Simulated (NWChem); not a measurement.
System: isocyanic acid (CHNO); SMILES N=C=O

Output (shortened):

```
             Northwest Computational Chemistry Package (NWChem) 7.3.0
             --------------------------------------------------------

                             Geometry "geometry" -> ""
                             -------------------------

 Output coordinates in angstroms (scale by  1.889725989 to convert to a.u.)

  No.       Tag          Charge          X              Y              Z
 ---- ---------------- ---------- -------------- -------------- --------------
    1 N                    7.0000     0.16545800     1.17800900     0.00000000
    2 C                    6.0000    -0.01321300    -0.02790100     0.00000000
    3 O                    8.0000    -0.02980500    -1.20241300     0.00000000
    4 H                    1.0000    -0.56628100     1.87209100     0.00000000

 Effective nuclear repulsion energy (a.u.)      58.8967876644

                              NWChem Property Module
                              ----------------------

                                 NWChem DFT Module
                                 -----------------

 Summary of "ao basis" -> "ao basis" (spherical)
 ------------------------------------------------------------------------------
       Tag                 Description            Shells   Functions and Types
 ---------------- ------------------------------  ------  ---------------------
 N                        aug-cc-pvdz                9       23   4s3p2d
 C                        aug-cc-pvdz                9       23   4s3p2d
 O                        aug-cc-pvdz                9       23   4s3p2d
 H                        aug-cc-pvdz                5        9   3s2p

            General Information
            -------------------
          SCF calculation type: DFT
          Wavefunction type:  closed shell.
          No. of atoms     :     4
          No. of electrons :    22
           Alpha electrons :    11
            Beta electrons :    11
          Charge           :     0
          Spin multiplicity:     1
          Use of symmetry is: off; symmetry adaption is: off
          Maximum number of iterations: 150
          AO basis - number of functions:    78
                     number of shells:    32
          Convergence on energy requested:  1.00D-06
          Convergence on density requested:  1.00D-05
          Convergence on gradient requested:  5.00D-04

              XC Information
              --------------
                         PBE0 Method XC Functional
                     Hartree-Fock (Exact) Exchange  0.250
          PerdewBurkeErnzerhof Exchange Functional  0.750
            Perdew 1991 LDA Correlation Functional  1.000 local
           PerdewBurkeErnz. Correlation Functional  1.000 non-local

             Grid Information
             ----------------
          Grid used for XC integration:  medium
          Radial quadrature: Mura-Knowles
          Angular quadrature: Lebedev.
          Tag              B.-S. Rad. Rad. Pts. Rad. Cut. Ang. Pts.
          ---              ---------- --------- --------- ---------
          N                   0.65       49          10.0       434
          C                   0.70       49          12.0       434
          O                   0.60       49          13.0       434
          H                   0.35       45          12.0       434
          Grid pruning is: on
          Number of quadrature shells:   192
          Spatial weights used:  Erf1

      Superposition of Atomic Density Guess
      -------------------------------------

 Sum of atomic energies:        -167.23588278

      Non-variational initial energy
      ------------------------------

 Total energy =    -168.466633
 1-e energy   =    -343.706477
 2-e energy   =     116.343056
 HOMO         =      -0.382656
 LUMO         =       0.023738

   convergence    iter        energy       DeltaE   RMS-Dens  Diis-err
 ---------------- ----- ----------------- --------- --------- ---------
 d= 0,ls=0.0,diis     1   -168.4334275814 -2.27D+02  1.42D-02  7.99D-01
 d= 0,ls=0.0,diis     2   -168.3189080210  1.15D-01  8.30D-03  2.16D+00
 d= 0,ls=0.0,diis     3   -168.5174365112 -1.99D-01  2.38D-03  5.84D-02
 d= 0,ls=0.0,diis     4   -168.5186818922 -1.25D-03  1.29D-03  4.05D-02
 d= 0,ls=0.0,diis     5   -168.5230936642 -4.41D-03  1.83D-04  7.66D-04
  Resetting Diis
 d= 0,ls=0.0,diis     6   -168.5231786869 -8.50D-05  3.83D-05  1.38D-05
 d= 0,ls=0.0,diis     7   -168.5231805227 -1.84D-06  1.06D-05  5.38D-07
 d= 0,ls=0.0,diis     8   -168.5231804832  3.95D-08  6.98D-06  1.14D-06

         Total DFT energy =     -168.523180483190
      One electron energy =     -345.313049492819
           Coulomb energy =      138.932359689060
    Exchange-Corr. energy =      -21.039278343821
 Nuclear repulsion energy =       58.896787664390

 Numeric. integr. density =       21.999999227158

                       DFT Final Molecular Orbital Analysis
                       ------------------------------------

[...]

 DFT Linear Response polarizability / au
 Frequency  =       0.0428000 / au
 Wavelength =    1064.5643224 / nm
              X              Y              Z
 -----------------------------------------------
 X      16.6434293      0.9203371     -0.0000000
 Y       0.9203407     35.4070251      0.0000000
 Z      -0.0000000      0.0000000     16.0961370
 -----------------------------------------------
 Eigenvalues =      16.5983957     35.4520587     16.0961370
 Isotropic   =      22.7155305
 Anisotropic =      19.1097434
 -----------------------------------------------

 Magnetic Dipole Response Matrix (nonzero elements):

 Exiting AOResponse driver routine
```

Level: PBE0/aug-cc-pVDZ. Coordinates come from a B3LYP/6-31G* (spherical d) optimisation.

Q: Reconstruct the input file.

A: One answer among several that fit: the input that was run:
```
start job
memory heap 200 mb stack 900 mb global 1100 mb
geometry units angstroms noautosym nocenter noautoz
  N      0.165458     1.178009     0.000000
  C     -0.013213    -0.027901     0.000000
  O     -0.029805    -1.202413     0.000000
  H     -0.566281     1.872091     0.000000
end
basis spherical
  * library aug-cc-pvdz
end
dft
  xc pbe0
  iterations 150
end
property
  response 1 0.0428
end
task dft property
```
